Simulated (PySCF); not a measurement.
Spin states of CdCl

Unrestricted PBE0; Cd cc-pVDZ-PP with ECP28, Cl cc-pV(D+d)Z; scalar-relativistic core potentials (PySCF 2.14). Outer shells of the fragments: Cd 4d10 5s2; Cl 3s2 3p5.

Followed along the bond (rough minima from three points):

```json
{"2Ms+1": "2", "unpaired": "σ ↑", "⟨S²⟩ at the start": "0.75", "R at minimum (Å)": "2.37", "Te (eV)": "0.00"}
{"2Ms+1": "4", "unpaired": "σ ↑, π ↑↑", "⟨S²⟩ at the start": "3.75", "R at minimum (Å)": "none in the scan", "Te (eV)": "≤ 5.67"}
```

Solutions found at the starting distance of 2.370 Å, counted from the lowest of them; the search is not exhaustive and high or unbound solutions are not listed, so other states can lie among these:

| 2Ms+1 | unpaired | term | E (eV) | ⟨S²⟩ | ⟨Lz²⟩ | μ (D) |
| --- | --- | --- | --- | --- | --- | --- |
| 2 | σ ↑ | ²Σ⁺ | 0.00 | 0.75 | 0.00 | -3.42 |
| 2 | π ↑ | ²Π | 3.29 | 0.75 | 1.01 | 3.09 |
| 2 | π ↑ | ²Π | 3.93 | 0.77 | 1.00 | -3.96 |
| 4 | σ ↑, π ↑↑ | mixed | 5.99 | 3.75 | 2.01 | 2.96 |
| 4 | σ ↑, π ↑↑ | mixed | 6.12 | 3.75 | 2.01 | 3.00 |
| 4 | σ ↑↑, π ↑ | ⁴Π | 6.84 | 3.75 | 1.00 | 1.93 |
| 4 | σ ↑↑, π ↑ | ⁴Π | 7.48 | 3.75 | 1.01 | 3.02 |
| 4 | σ ↑↑↑ | ⁴Σ⁺ | 8.42 | 3.75 | 0.00 | 2.00 |

A term symbol is given only where ⟨S²⟩ and ⟨Lz²⟩ are close to those of a pure state; real π, δ and φ orbitals otherwise mix terms. A positive dipole means Cd(−)Cl(+).

Spin–orbit coupling is left out. Counting both spins, an empty level lies below a filled one in some of these solutions, because spin and occupation are held.
